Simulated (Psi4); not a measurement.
CH$_{7}$NO$_{3}$Si (SMILES CN[Si](O)(O)O), singlet, at a GFN2-xTB geometry, atoms displaced at random by about 0.03 Å a coordinate; Psi4 with TPSS/STO-3G, gradient.

Psi4 was given this input:
```
memory 2 GB

molecule mol {
0 1
C     2.353836   -0.043671   -0.319605
N     1.054784    0.402877   -0.743004
Si   -0.367037    0.045844    0.083747
O    -0.210504    0.294078    1.595316
O    -1.644923    0.908229   -0.483482
O    -0.846252   -1.556859   -0.242958
H     2.533333   -1.039866   -0.518408
H     2.434229    0.170574    0.756348
H     3.178158    0.581078   -0.760767
H     1.077783    0.333939   -1.795288
H     0.328355   -0.200819    2.103610
H    -1.639709    1.799944   -0.326914
H    -1.740499   -1.794663   -0.169176
symmetry c1
no_reorient
no_com
}

set {
  basis sto-3g
  reference rks
}

gradient('tpss')
print_variables()
```

Output, abridged:

```
gradient() will perform analytic gradient computation.

   => Loading Basis Set <=

    Name: STO-3G
    Role: ORBITAL
    Keyword: BASIS

         ---------------------------------------------------------
                                   SCF
               by Justin Turney, Rob Parrish, Andy Simmonett
                          and Daniel G. A. Smith
                              RKS Reference
         ---------------------------------------------------------

  ==> Geometry <==

    Molecular point group: c1
    Full point group: C1

    Geometry (in Angstrom), charge = 0, multiplicity = 1:

       Center              X                  Y                   Z               Mass
    ------------   -----------------  -----------------  -----------------  -----------------
         C            2.353836000000    -0.043671000000    -0.319605000000    12.000000000000
         N            1.054784000000     0.402877000000    -0.743004000000    14.003074004430
         SI          -0.367037000000     0.045844000000     0.083747000000    27.976926534650
         O           -0.210504000000     0.294078000000     1.595316000000    15.994914619570
         O           -1.644923000000     0.908229000000    -0.483482000000    15.994914619570
         O           -0.846252000000    -1.556859000000    -0.242958000000    15.994914619570
         H            2.533333000000    -1.039866000000    -0.518408000000     1.007825032230
         H            2.434229000000     0.170574000000     0.756348000000     1.007825032230
         H            3.178158000000     0.581078000000    -0.760767000000     1.007825032230
         H            1.077783000000     0.333939000000    -1.795288000000     1.007825032230
         H            0.328355000000    -0.200819000000     2.103610000000     1.007825032230
         H           -1.639709000000     1.799944000000    -0.326914000000     1.007825032230
         H           -1.740499000000    -1.794663000000    -0.169176000000     1.007825032230

  Running in c1 symmetry.

  Rotational constants: A =      0.13359  B =      0.07212  C =      0.07106 [cm^-1]
  Rotational constants: A =   4004.85924  B =   2162.04628  C =   2130.42454 [MHz]
  Nuclear repulsion =  348.853149996002230

  Charge       = 0
  Multiplicity = 1
  Electrons    = 58
  Nalpha       = 29
  Nbeta        = 29

  ==> Algorithm <==

  SCF Algorithm Type is DF.
  DIIS enabled.
  MOM disabled.
  Fractional occupation disabled.
  Guess Type is SAD.
  Energy threshold   = 1.00e-08
  Density threshold  = 1.00e-08
  Integral threshold = 1.00e-12

  ==> Primary Basis <==

  Basis Set: STO-3G
    Blend: STO-3G
    Number of shells: 27
    Number of basis functions: 41
    Number of Cartesian functions: 41
    Spherical Harmonics?: true
    Max angular momentum: 1

  ==> DFT Potential <==

   => LibXC <=

    Version 7.1.2
    S. Lehtola, C. Steigemann, M. J. T. Oliveira, and M. A. L. Marques,  SoftwareX 7, 1–5 (2018) (10.1016/j.softx.2017.11.002)

   => Composite Functional: TPSS <=

    TPSS Meta-GGA XC Functional

    J. Tao, et al., Phys. Rev. Lett., 91, 146401, 2003

    Deriv               =              1
    GGA                 =           TRUE
    Meta                =           TRUE

    Exchange Hybrid     =          FALSE
    MP2 Hybrid          =          FALSE

   => Exchange Functionals <=

    1.0000   XC_MGGA_X_TPSS

   => Correlation Functionals <=

    1.0000   XC_MGGA_C_TPSS

   => LibXC Density Thresholds  <==

    XC_MGGA_C_TPSS:  1.00E-15
    XC_MGGA_X_TPSS:  1.00E-15

   => Molecular Quadrature <=

    Radial Scheme          =       TREUTLER
    Pruning Scheme         =           NONE
    Nuclear Scheme         =       TREUTLER

    Blocking Scheme        =         OCTREE
    BS radius alpha        =              1
    Pruning alpha          =              1
    Radial Points          =             75
    Spherical Points       =            302
    Total Points           =         275445
    Total Blocks           =           2116
    Max Points             =            256
    Max Functions          =             38
    Weights Tolerance      =       1.00E-15

   => Loading Basis Set <=

    Name: (STO-3G AUX)
    Role: JKFIT
    Keyword: DF_BASIS_SCF

  ==> Integral Setup <==

  SCF_SUBTYPE=INCORE selected. In-core MEM_DF algorithm will be used.
  Using in-core AOs.

  ==> MemDFJK: Density-Fitted J/K Matrices <==

    J tasked:                   Yes
    K tasked:                    No
    wK tasked:                   No
    Algorithm:                 Core
    Schwarz Cutoff:           1E-12
    Mask sparsity (%):       2.1416
    Fitting Condition:        1E-10

   => Auxiliary Basis Set <=

  Basis Set: (STO-3G AUX)
    Blend: DEF2-UNIVERSAL-JKFIT
    Number of shells: 205
    Number of basis functions: 637
    Number of Cartesian functions: 756
    Spherical Harmonics?: true
    Max angular momentum: 4

  Minimum eigenvalue in the overlap matrix is 2.1461148737E-01.
  Reciprocal condition number of the overlap matrix is 8.9638182878E-02.
    Using symmetric orthogonalization.

  ==> Pre-Iterations <==

  SCF Guess: Superposition of Atomic Densities via on-the-fly atomic UHF (no occupation information).

   -------------------------
    Irrep   Nso     Nmo
   -------------------------
     A         41      41
   -------------------------
    Total      41      41
   -------------------------

  ==> Iterations <==

                           Total Energy        Delta E     RMS |[F,P]|

   @DF-RKS iter SAD:  -602.65188057801561   -6.02652e+02   0.00000e+00
   @DF-RKS iter   1:  -604.44519068036789   -1.79331e+00   1.07792e-02 DIIS/ADIIS
   @DF-RKS iter   2:  -604.44818243987879   -2.99176e-03   1.08066e-02 DIIS/ADIIS
   @DF-RKS iter   3:  -604.57552729510530   -1.27345e-01   1.23509e-03 DIIS/ADIIS
   @DF-RKS iter   4:  -604.57709399379075   -1.56670e-03   4.10452e-04 DIIS/ADIIS
   @DF-RKS iter   5:  -604.57727234151446   -1.78348e-04   4.82838e-05 DIIS
[...]
  @DF-RKS Final Energy:  -604.57727492318020
    Total Energy =                       -604.5772749231801981
[...]

 ------------------------------------------------------------------------------------
     Multipole            Electronic (a.u.)      Nuclear  (a.u.)        Total (a.u.)
 ------------------------------------------------------------------------------------

 L = 1.  Multiply by 2.5417464519 to convert [e a0] to [Debye]
 Dipole X            :         -1.4749282            1.7502719            0.2753437
 Dipole Y            :         -0.3508495            0.4038345            0.0529850
 Dipole Z            :         -0.2698175            0.5559820            0.2861645
 Magnitude           :                                                    0.4006390

 ------------------------------------------------------------------------------------

         ------------------------------------------------------------
                                   SCF GRAD
                          Rob Parrish, Justin Turney,
                       Andy Simmonett, and Alex Sokolov
         ------------------------------------------------------------

  ==> Geometry <==

    Molecular point group: c1
    Full point group: C1

    Geometry (in Angstrom), charge = 0, multiplicity = 1:

       Center              X                  Y                   Z               Mass
    ------------   -----------------  -----------------  -----------------  -----------------
         C            2.353836000000    -0.043671000000    -0.319605000000    12.000000000000
         N            1.054784000000     0.402877000000    -0.743004000000    14.003074004430
         SI          -0.367037000000     0.045844000000     0.083747000000    27.976926534650
         O           -0.210504000000     0.294078000000     1.595316000000    15.994914619570
         O           -1.644923000000     0.908229000000    -0.483482000000    15.994914619570
         O           -0.846252000000    -1.556859000000    -0.242958000000    15.994914619570
         H            2.533333000000    -1.039866000000    -0.518408000000     1.007825032230
         H            2.434229000000     0.170574000000     0.756348000000     1.007825032230
         H            3.178158000000     0.581078000000    -0.760767000000     1.007825032230
         H            1.077783000000     0.333939000000    -1.795288000000     1.007825032230
         H            0.328355000000    -0.200819000000     2.103610000000     1.007825032230
         H           -1.639709000000     1.799944000000    -0.326914000000     1.007825032230
         H           -1.740499000000    -1.794663000000    -0.169176000000     1.007825032230

  Nuclear repulsion =  348.853149996002230

  ==> Basis Set <==

  Basis Set: STO-3G
    Blend: STO-3G
    Number of shells: 27
    Number of basis functions: 41
    Number of Cartesian functions: 41
    Spherical Harmonics?: true
    Max angular momentum: 1

  ==> DFJKGrad: Density-Fitted SCF Gradients <==

    Gradient:                    1
    J tasked:                  Yes
    K tasked:                   No
    wK tasked:                  No
    Integrals threads:           1
    Schwarz Cutoff:          1E-12
    Fitting Condition:       1E-10

   => Auxiliary Basis Set <=

  Basis Set: (STO-3G AUX)
    Blend: DEF2-UNIVERSAL-JKFIT
    Number of shells: 205
    Number of basis functions: 637
    Number of Cartesian functions: 756
    Spherical Harmonics?: true
    Max angular momentum: 4

  ==> DFT Potential <==

   => LibXC <=

    Version 7.1.2
    S. Lehtola, C. Steigemann, M. J. T. Oliveira, and M. A. L. Marques,  SoftwareX 7, 1–5 (2018) (10.1016/j.softx.2017.11.002)

   => Composite Functional: TPSS <=

    TPSS Meta-GGA XC Functional

    J. Tao, et al., Phys. Rev. Lett., 91, 146401, 2003

    Deriv               =              1
    GGA                 =           TRUE
    Meta                =           TRUE

    Exchange Hybrid     =          FALSE
    MP2 Hybrid          =          FALSE

   => Exchange Functionals <=

    1.0000   XC_MGGA_X_TPSS

   => Correlation Functionals <=

    1.0000   XC_MGGA_C_TPSS

   => LibXC Density Thresholds  <==

    XC_MGGA_C_TPSS:  1.00E-15
    XC_MGGA_X_TPSS:  1.00E-15

   => Molecular Quadrature <=

    Radial Scheme          =       TREUTLER
    Pruning Scheme         =           NONE
    Nuclear Scheme         =       TREUTLER

    Blocking Scheme        =         OCTREE
    BS radius alpha        =              1
    Pruning alpha          =              1
    Radial Points          =             75
    Spherical Points       =            302
    Total Points           =         275445
    Total Blocks           =           2116
    Max Points             =            256
    Max Functions          =             38
    Weights Tolerance      =       1.00E-15

  -Total Gradient:
     Atom            X                  Y                   Z
    ------   -----------------  -----------------  -----------------
       1       -0.027380691491    -0.076159423412    -0.031641366832
       2       -0.006768793526    -0.019730949399     0.051425483041
       3        0.052653066151     0.052926134409     0.077203921028
       4        0.089553592656    -0.116534096856    -0.012569748882
       5        0.027319350343     0.137574684437     0.038347557394
       6       -0.135118046576    -0.020089126741     0.016164705980
       7       -0.020095171308     0.073785506901     0.010653511098
       8       -0.003556159778     0.009497114050    -0.010581636517
       9        0.006629274726     0.008158953017     0.003256358213
      10        0.014117219558    -0.002726972315    -0.004682102594
      11       -0.102068753206     0.094470321474    -0.093338019927
      12       -0.009382620641    -0.150237186226    -0.029933185620
      13        0.114035008199     0.009186214853    -0.014186238731

  Variable Map:
  ----------------------------------------------------------------------------
[...]
  Array Variable Map:
  ----------------------------------------------------------------------------
[...]
[...]
```
